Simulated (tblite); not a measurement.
C₃H₁₄SSi₃.
Numbering: `[CH3:1][SiH2:2][CH2:3][SiH2:4][S:5][SiH2:6][CH3:7]` (hydrogens: H8, H9, H10 on C1; H11, H12 on Si2; H13, H14 on C3; H15, H16 on Si4; H17, H18 on Si6; H19, H20, H21 on C7)

The geometry is computed with GFN2-xTB (gas phase).

Q: Give the optimised bond lengths and angles.

A: 
| bond | length (Å) | order |
| --- | --- | --- |
| C1–Si2 | 1.900 | single |
| Si2–C3 | 1.908 | single |
| C3–Si4 | 1.886 | single |
| Si4–S5 | 2.147 | single |
| S5–Si6 | 2.149 | single |
| Si6–C7 | 1.889 | single |
| C1–H8, C1–H9, C1–H10 | 1.086 | single |
| Si2–H11, Si2–H12 | 1.467 | single |
| C3–H13, C3–H14 | 1.090 | single |
| Si4–H15, Si4–H16 | 1.463 | single |
| Si6–H17, Si6–H18 | 1.462 | single |
| C7–H19, C7–H20, C7–H21 | 1.086 | single |

Bonds in one row agree within 0.01 Å and their mean is given. Orders are formal, as drawn. A selection of angles:
| angle | degrees |
| --- | --- |
| Si2–C1–H8 | 110.9 |
| H8–C1–H9 | 107.5 |
| C1–Si2–C3 | 108.2 |
| C1–Si2–H11 | 109.1 |
| C3–Si2–H11 | 109.0 |
| C3–Si2–H12 | 110.8 |
| H11–Si2–H12 | 110.0 |
| Si2–C3–Si4 | 115.3 |
| Si2–C3–H13 | 109.4 |
| Si4–C3–H13 | 107.9 |
| Si4–C3–H14 | 108.9 |
| H13–C3–H14 | 106.3 |
| C3–Si4–S5 | 106.7 |
| C3–Si4–H15 | 112.7 |
| S5–Si4–H15 | 107.4 |
| H15–Si4–H16 | 109.3 |
| Si4–S5–Si6 | 103.2 |
| S5–Si6–C7 | 106.1 |
| S5–Si6–H17 | 108.0 |
| C7–Si6–H17 | 112.3 |
| H17–Si6–H18 | 109.8 |
| Si6–C7–H19 | 111.2 |
| H19–C7–H20 | 108.1 |

Torsions: C1–Si2–C3–Si4 177° (antiperiplanar); Si2–C3–Si4–S5 63° (synclinal); C3–Si4–S5–Si6 -175° (antiperiplanar); Si4–S5–Si6–C7 175° (antiperiplanar). The mirror-image conformer, all signs reversed, is as good.

Si4 (SiH2 silicon) is tetrahedral (angles from 106.7° to 112.7°). Si2 (SiH2 silicon) is tetrahedral (angles from 108.2° to 110.8°). The 4 C–Si bonds span 1.886 Å (C3–Si4, drawn single) to 1.908 Å (Si2–C3, drawn single), a spread of 0.022 Å. Si6 (SiH2 silicon) is tetrahedral (angles from 106.1° to 112.3°).

Point group: C1 (no symmetry element, even within 0.4 Å). Its GFN2-xTB frequencies are all real (lowest 20 cm⁻¹). The numbers are those of one conformer. 3 starts were optimised and ended at 0.00, 0.32 and 0.52 kcal/mol (GFN2-xTB); the lowest of these is shown.
